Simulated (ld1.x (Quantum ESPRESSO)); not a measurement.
**Configuration tests for Ba (Z = 56) (PAW)**

* Element: Ba
* Generator: ld1.x (Quantum ESPRESSO) 7.5
* Type: PAW
* Functional: PBEsol
* Relativity: fully relativistic
* Frozen core: [Kr] 4d10
* Valence charge: 10
* Reference configuration: 5s2 5p6 5d0.5 6s1.5 6p0
* Partial waves: 5s (bound): rcut 2.10, rcutus 2.50 bohr; 6s (bound): rcut 2.10, rcutus 2.50 bohr; 5p (bound): rcut 2.75, rcutus 3.60 bohr; 6p (bound, empty): rcut 2.75, rcutus 3.60 bohr; 5d (bound): rcut 2.95, rcutus 3.55 bohr; 5d channel at 2.95 Ry: rcut 2.95, rcutus 3.55 bohr
* Local potential: all-electron potential smoothed inside 2.80 bohr (lloc = -2)
* Core correction: Bessel-smoothed model core inside 2.40 bohr
* Augmentation charge: BESSEL, radius 2.20 bohr

Open shells are filled in proportion to 2j + 1 (rel_dist='average').

Energies are relative to the spin-unpolarised reference configuration 5s2 5p6 5d0.5 6s1.5 6p0; without spin polarisation the order of configurations can differ from experiment. Not all tests gave a result: test run stopped at test 5 of 7 (negative rho), 1 before it not solved. Left out of the table: 5s2 5p6 5d0 6s0 6p0 (solver errors, printed error -415 eV).

| valence configuration | charge | ΔE all-electron (eV) | error AE − PS (meV) |
| --- | --- | --- | --- |
| 5s2 5p6 5d0 6s2 6p0 | 0 | -0.643 | 0.0 |
| 5s2 5p6 5d0 6s1 6p0 | +1 | 4.738 | +0.9 |
| 5s2 5p6 5d1 6s0 6p0 | +1 | 5.392 | +0.1 |

Levels in the configuration 5s2 5p6 5d1 6s0 6p0:

```tsv
level	all-electron (eV)	pseudo (eV)
5s j=1/2	-37.498	-37.482
5p j=1/2	-24.097	-24.082
5p j=3/2	-22.037	-22.023
5d j=3/2	-5.949	-5.944
5d j=5/2	-5.809	-5.804
```

ld1.x printed “convergence not achieved” for 2 of the counted tests; their residual had stalled under 1e-8, short of the target of 1e-14.

The ghost test of this file was not conclusive.
